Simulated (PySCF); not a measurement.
# `COCP1CCC(=O)CC1`: 4 charge schemes on one density

Species: C₇H₁₃O₂P.
Geometry (GFN2-xTB, Å), atoms numbered from 1 in this order:
```xyz
23
C7H13O2P angstrom
C      3.7631    0.7793   -0.1322
O      2.4120    0.8600   -0.5080
C      1.7118   -0.3445   -0.3360
P      0.0355   -0.0177   -1.0799
C     -0.8464   -1.5135   -0.3958
C     -2.3582   -1.2715   -0.3877
C     -2.7145   -0.1384    0.5498
O     -3.3898   -0.2994    1.5343
C     -2.1301    1.2035    0.1702
C     -0.5999    1.1512    0.2204
H      3.8644    0.4995    0.9242
H      4.3013    0.0446   -0.7438
H      4.1924    1.7667   -0.2889
H      1.6514   -0.6214    0.7307
H      2.2012   -1.1707   -0.8775
H     -0.6191   -2.3753   -1.0282
H     -0.4989   -1.7324    0.6183
H     -2.6896   -1.0129   -1.3960
H     -2.8817   -2.1741   -0.0641
H     -2.5060    1.9612    0.8616
H     -2.4529    1.4575   -0.8426
H     -0.1854    2.1416    0.0206
H     -0.2654    0.8335    1.2126
```

Density: PBE0/pcSseg-1 (PySCF); schemes: Mulliken, IAO, Hirshfeld and ESP-fitted. The structure is a single GFN2-xTB conformer in the gas phase; no vibrational or solvent corrections.

Problem. Give the atomic charges in each scheme.

Solution. In e:

| atom | environment | Mulliken | IAO | Hirshfeld | ESP-fitted |
| --- | --- | --- | --- | --- | --- |
| C1 | methoxy carbon | -0.022 | -0.201 | -0.039 | -0.380 |
| O2 | ether oxygen | -0.524 | -0.388 | -0.141 | -0.205 |
| C3 | sp3 carbon bound to oxygen | -0.126 | -0.223 | -0.044 | +0.136 |
| P4 | phosphine phosphorus | +0.353 | +0.492 | +0.146 | -0.338 |
| C5 | sp3 carbon bound to phosphorus | -0.439 | -0.440 | -0.112 | +0.111 |
| C6 | sp3 carbon next to a carbonyl | -0.207 | -0.313 | -0.081 | -0.242 |
| C7 | ketone carbonyl carbon | +0.199 | +0.392 | +0.169 | +0.588 |
| O8 | ketone oxygen | -0.346 | -0.407 | -0.240 | -0.499 |
| C9 | sp3 carbon next to a carbonyl | -0.210 | -0.314 | -0.081 | -0.277 |
| C10 | sp3 carbon bound to phosphorus | -0.416 | -0.433 | -0.111 | +0.023 |
| H11 | methyl hydrogen | +0.088 | +0.122 | +0.037 | +0.129 |
| H12 | methyl hydrogen | +0.091 | +0.123 | +0.038 | +0.138 |
| H13 | methyl hydrogen | +0.125 | +0.160 | +0.052 | +0.180 |
| H14 | methylene hydrogen | +0.116 | +0.109 | +0.029 | +0.031 |
| H15 | methylene hydrogen | +0.130 | +0.123 | +0.033 | +0.075 |
| H16 | methylene hydrogen | +0.160 | +0.152 | +0.042 | +0.053 |
| H17 | methylene hydrogen | +0.143 | +0.133 | +0.036 | +0.006 |
| H18 | methylene hydrogen | +0.144 | +0.150 | +0.045 | +0.086 |
| H19 | methylene hydrogen | +0.142 | +0.159 | +0.047 | +0.058 |
| H20 | methylene hydrogen | +0.143 | +0.159 | +0.047 | +0.072 |
| H21 | methylene hydrogen | +0.144 | +0.149 | +0.045 | +0.111 |
| H22 | methylene hydrogen | +0.170 | +0.162 | +0.044 | +0.075 |
| H23 | methylene hydrogen | +0.144 | +0.134 | +0.037 | +0.070 |

Mean size of the charges over all atoms: IAO 0.236 e, Mulliken 0.199 e, ESP-fitted 0.169 e, Hirshfeld 0.074 e. Each set sums to the total charge, 0, to within 0.001 e. The ESP scheme fits charges at the nuclei, held to the total charge, to the electrostatic potential on points at 1.4 to 2.0 times the van der Waals radii.

Lowest charge. The schemes don't all agree: Mulliken O2 (-0.524); IAO C5 (-0.440); Hirshfeld O8 (-0.240); ESP-fitted O8 (-0.499).

Highest charge. The schemes don't all agree: Mulliken P4 (+0.353); IAO P4 (+0.492); Hirshfeld C7 (+0.169); ESP-fitted C7 (+0.588).

Problem. How many electrons does the ESP-fitted scheme count on C3?

Solution. Z − q = 6 − (+0.136) = 5.864.

Problem. How closely do the schemes follow one another over all atoms?

Solution. Correlation coefficient and root-mean-square difference: Mulliken with IAO 0.96, 0.080 e; IAO with Hirshfeld 0.95, 0.183 e; Mulliken with Hirshfeld 0.91, 0.156 e; Hirshfeld with ESP-fitted 0.59, 0.188 e; IAO with ESP-fitted 0.47, 0.257 e; Mulliken with ESP-fitted 0.37, 0.258 e.
